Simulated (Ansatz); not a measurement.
```yaml
crystal:
  periodic: [true, true, true]
  atoms:
    - {symbol: C, position_ang: [-0.958337, 1.415642, 0.114416]}
    - {symbol: Si, position_ang: [-0.269723, -0.129512, 0.910520]}
    - {symbol: Ge, position_ang: [1.222503, -1.205733, -0.603107]}
    - {symbol: Cl, position_ang: [0.123032, -1.382425, -2.473460]}
    - {symbol: H, position_ang: [-0.163253, 2.135220, -0.091432]}
    - {symbol: H, position_ang: [-1.691721, 1.891938, 0.768759]}
    - {symbol: H, position_ang: [-1.446319, 1.166278, -0.830031]}
    - {symbol: H, position_ang: [-1.347247, -1.101026, 1.237681]}
    - {symbol: H, position_ang: [0.477651, 0.182112, 2.160975]}
    - {symbol: H, position_ang: [2.482557, -0.391750, -0.948745]}
    - {symbol: H, position_ang: [1.636355, -2.637745, -0.224875]}
basis:
  gaussian: {orbitals: aug-cc-pVDZ, final_grid: {core_spheres: 20, valence_spheres: 16, degree: 47}, point_charges: [{charge: 1.00, position_ang: [5.645, 0.184, -0.258]}]}
magnetization: {spin_polarized: true, initial_magnetization: 0}
hamiltonian: {xc: {name: SVWN5}}
accuracy: high
scf: {lower_state_search: full}
```

```sh
$ ansatz run in.yaml --threads 4 --pin off --events-out ev --progress --plain --max-ram 10444MiB
```

Problem. How does Ansatz answer? (An estimate is asked.)

Solution. The calculation gave: The input was rejected before any iteration.
```
Error: YAML parse error: error: line 2 column 3: crystal: missing field `lattice` (a structure is typed as `lattice` and `atoms`, a molecule's as `atoms` in Å alone, or read from a run's directory, `checkpoint`)
 --> <input>:2:3
1 | crystal:
2 |   periodic: [true, true, true]
3 |   atoms:
4 |     - {symbol: C, position_ang: [-0.958337, 1.415642, 0.114416]}
```
